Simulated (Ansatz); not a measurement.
C2H5Br2NSi, singlet, geometry from GFN2-xTB, with bond 10-4 at 1.8 times its length; SC-NEVPT2/STO-3G, CASSCF(6,4) (Ansatz, a program for electronic structure).

Input for Ansatz:
Ansatz 0.2 input:
```yaml
crystal:
  periodic: [false, false, false]
  atoms:
    - {symbol: C, position_ang: [-0.21756680, 2.00242414, -2.19841257]}
    - {symbol: C, position_ang: [-0.48915372, 0.72124316, -2.01431924]}
    - {symbol: Si, position_ang: [0.11744993, -0.29949081, -0.56922405]}
    - {symbol: N, position_ang: [0.86673988, -1.73467765, -1.11048730]}
    - {symbol: Br, position_ang: [1.42656686, 0.96738952, 0.73072670]}
    - {symbol: Br, position_ang: [-1.56061429, -0.99773590, 0.71514078]}
    - {symbol: H, position_ang: [0.40039348, 2.56400061, -1.51483561]}
    - {symbol: H, position_ang: [-0.59929499, 2.55270637, -3.04349961]}
    - {symbol: H, position_ang: [-1.11733778, 0.20255073, -2.72585774]}
    - {symbol: H, position_ang: [0.95847452, -3.20615859, -0.05898256]}
    - {symbol: H, position_ang: [1.61904033, -1.71135599, -1.77591184]}
basis:
  gaussian:
    orbitals: STO-3G
magnetization: {spin_polarized: false}
correlation: {method: sc_nevpt2, electrons: all, active_space: {window: {electrons: 6, orbitals: 4}}}
```

Question: Predict the main parts of the log of this Ansatz run.

Answer: 
```
Functional definition: HF
733 factors; integrals over basis functions are off by at most 3.5e-5 eV
mean field evaluation 1: about -149829.7356 eV, gradient 2.6e1 eV
mean field evaluation 2: about -149829.8301 eV, gradient 2.6e1 eV
mean field evaluation 4: about -149832.9724 eV, gradient 2.6e0 eV
mean field evaluation 8: about -149833.0140 eV, gradient 9.3e-3 eV
mean field -149833.01398680 eV, -5506.2617035504 hartree, gradient 9.0e-6 eV, S^2 0.000000; 0 other end points of the search recorded, 0 dependent functions left out; unrestricted orbitals would lower it
reference -149833.01398680 eV, -5506.2617035504 hartree; 54, 54 occupied and 11, 11 virtual orbitals, 733 factors
state -149835.44214020 eV, -5506.3509365418 hartree
state -149835.44214020 eV, -5506.3509365418 hartree; corrected -149840.71800074 eV, -5506.5448208406 hartree
Total energy: -149840.71800074 eV, -5506.5448208406 hartree
```
